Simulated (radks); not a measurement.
Removal energies from the rhenium ion Re8+, [Kr] 4d10 4f14 5s2 5p(1/2: 2, 3/2: 3), by Delta-SCF beside the eigenvalue of the level emptied. Calculated with a radial shooting solver on a logarithmic mesh with Libxc functionals: Dirac Kohn-Sham, PBE, spin-unpolarised, spherical densities, finite nucleus; Fermi nuclear charge, rms radius of each element as measured or else 0.836 A^(1/3) + 0.57 fm. Sub-shells are occupied by j as written (lower j first in brackets).

removed from,final configuration,Delta-SCF (eV),-eigenvalue (eV)
5p3/2,"[Kr] 4d10 4f14 5s2 5p(1/2: 2, 3/2: 2)",163.36,153.74
4f7/2,"[Kr] 4d10 4f(5/2: 6, 7/2: 7) 5s2 5p(1/2: 2, 3/2: 3)",173.90,158.49
4f5/2,"[Kr] 4d10 4f(5/2: 5, 7/2: 8) 5s2 5p(1/2: 2, 3/2: 3)",176.58,161.05
5p1/2,"[Kr] 4d10 4f14 5s2 5p(1/2: 1, 3/2: 3)",176.79,166.61
